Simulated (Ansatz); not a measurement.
Reaction (ligand exchange at the In–C bond): `C[CH2][In]([OH])[Cl]` + HCl → `[OH][In]([Cl])[Cl]` + `CC`

Calculated with Ansatz (gas phase, PBE0-D4/def2-TZVP geometries, no zero-point term in ΔE). CBS: MP2 limit from def2 TZ/QZ plus the TZ coupled-cluster correction, frozen cores. This one scheme is used for every species. Functionals use def2-TZVPP. HSE06 is defined as in plane-wave codes. Elements past krypton have def2 core potentials. For In outer-core shells are correlated without core-valence functions, which leaves a few kJ/mol of doubt a bond. One conformer a species, not always the lowest.

(1) Is it downhill or uphill in electronic energy at CCSD(T)/CBS, and by how much? (Best estimate.)

(2) What do these levels give: revPBE-D4, r2SCAN0-D4, HSE06-D4, CAM-B3LYP-D4, PBE, RPA@PBE/def2-TZVPP, HF/def2-SVP, MP2/def2-SVP, CCSD/def2-SVP, CCSD(T)/def2-TZVPP, MP2/CBS(def2), CCSD/CBS(def2)? (Best estimate.)

(3) What do rigid-rotor, harmonic-oscillator terms from PBE0-D4/def2-TZVP frequencies (298.15 K, 1 bar) make of the CCSD(T)/CBS value? (Best estimate.)

Largest T1 diagnostic among the species: 0.014.

Results:

(1) Computed: Downhill: ΔE = -119.8 kJ/mol.

(2) Ansatz gave: revPBE-D4 -118.5, r2SCAN0-D4 -130.9, HSE06-D4 -125.3, CAM-B3LYP-D4 -127.6, PBE -121.2, RPA@PBE/def2-TZVPP -114.4, HF/def2-SVP -160.2, MP2/def2-SVP -136.3, CCSD/def2-SVP -137.0, CCSD(T)/def2-TZVPP -119.0, MP2/CBS(def2) -117.5, CCSD/CBS(def2) -123.2 kJ/mol.

(3) Computed: ΔZPE = +11.6 kJ/mol, ΔH = -111.2 kJ/mol, ΔS = -10 J/(mol·K), ΔG = -108.3 kJ/mol. Modes under 50 cm⁻¹ make the entropy rough.

From BLYP to BHLYP (50 % exact exchange), in def2-TZVPP and without D4, ΔE moves by −13.7 kJ/mol. Leaving LDA and LC-ωPBE aside and taking each functional with its dispersion term where it has one, the values, not all of them listed here, spread over 18.9 kJ/mol, from B97M-V to PBE-D4. LDA lies +11.3 kJ/mol from PBE without D4. The D4 term adds +4.9 kJ/mol with B3LYP and +2.9 kJ/mol with PBE0; it sums over pairs of atoms, weighted by their polarisabilities, and B3LYP, whose exchange is more repulsive, gets the larger term.

B3LYP here is the variant with VWN-RPA as its local correlation; programs differ in this.
